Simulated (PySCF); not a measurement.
C7H7BCl2.
Structure used (PBE0-D3(BJ)/def2-SVP), in Å, numbered top down from 1:
```xyz
17
C7H7BCl2 angstrom
Cl     4.0152    0.1521    2.1907
B      3.1953   -0.5865    0.8262
Cl     3.7897   -2.1362    0.2585
C      2.0369    0.1692    0.0840
C      0.9215   -0.7434   -0.4950
C      0.4304   -1.3340    0.8363
C      0.4969   -0.3549    1.7467
C      1.0321    0.8923    1.0249
C     -0.0179    1.3108   -0.0093
C     -0.0837    0.3331   -0.9180
H      2.4530    0.8554   -0.6771
H      1.2138   -1.4724   -1.2607
H      0.0469   -2.3466    0.9652
H      0.1778   -0.3838    2.7891
H      1.4304    1.6844    1.6706
H     -0.6253    2.2146    0.0513
H     -0.7574    0.2537   -1.7720
```

All values: PBE0/def2-SVPD (PySCF, non-relativistic), on one gas-phase PBE0-D3(BJ)/def2-SVP geometry that isn't relaxed in the solvent. The solvent is an IEF-PCM continuum (cavity from Bondi-type radii × 1.2), and excitations are vertical TDDFT with non-equilibrium linear response and a frozen core. Specific hydrogen bonds and non-electrostatic terms are outside this model.

| run | E − E(gas) (kcal/mol) | HOMO (eV) | HOMO–LUMO gap (eV) | dipole (D) | lowest singlet (eV) | static polarisability (au) |
| --- | --- | --- | --- | --- | --- | --- |
| gas | 0.00 | -6.80 | 5.51 | 1.73 | 4.45 | 110.0 |
| P | -2.03 | -6.70 | 5.41 | 2.03 | 4.34 | 139.4 |
| Q | -2.84 | -6.69 | 5.39 | 2.14 | 4.32 | 154.2 |

Problem. The runs were made in acetonitrile and chloroform. Which run belongs to which solvent?

Solution. P = chloroform, Q = acetonitrile. The dielectric constants are 4.711 (chloroform), 35.69 (acetonitrile), and the energy falls further as ε rises. The optical constants n² used for the excitations are 2.09, 1.81 in the same order. In this model the ground state sees the solvent through ε alone.

Problem. How constant is the ratio of the lowering to (ε − 1)/(2ε + 1)?

Solution. 
```tsv
solvent	(ε − 1)/(2ε + 1)	E − E(gas) (kcal/mol)	ratio (kcal/mol)	polarisation term (kcal/mol)
chloroform	0.356	-2.03	-5.7	-2.19
acetonitrile	0.479	-2.84	-5.9	-3.15
```

The ratio changes by +3.6 % in size from chloroform to acetonitrile. The polarisation term is half the interaction of the solute with the induced surface charges.

The run took about 2.4 min of CPU time (one thread, shared machine). This is the whole response run at PBE0/def2-SVPD in acetonitrile, SCF included.
